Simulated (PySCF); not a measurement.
Excitations are Tamm–Dancoff values on a coarser integration grid. The basis has no diffuse functions, so Rydberg states are missing or too high.

Cartesian coordinates (Å):
```xyz
9

C     -1.5651    -0.1014     0.2872
Si     0.0270     0.4103    -0.5786
Si     2.0017    -0.1415     0.1542
H     -1.9257     0.6961     0.9525
H     -2.3502    -0.3032    -0.4563
H     -1.4065    -1.0127     0.8785
H     -0.1015     1.7294    -1.2756
H      2.1543    -1.5077     0.7440
H      3.1662     0.2307    -0.7058
```
Charge 0, multiplicity 1.

Task: Give the T1 excitation (TDA), total energy, dipole moment, HOMO and S1 excitation (TDA) at the level PBE-D3(BJ)/def2-TZVP (PySCF 2.14.0).

Result: 
T1 excitation (TDA): 1.64 eV
total energy: -620.3214 Ha
dipole moment: 1.45 D
HOMO: -5.04 eV
S1 excitation (TDA): 4.26 eV
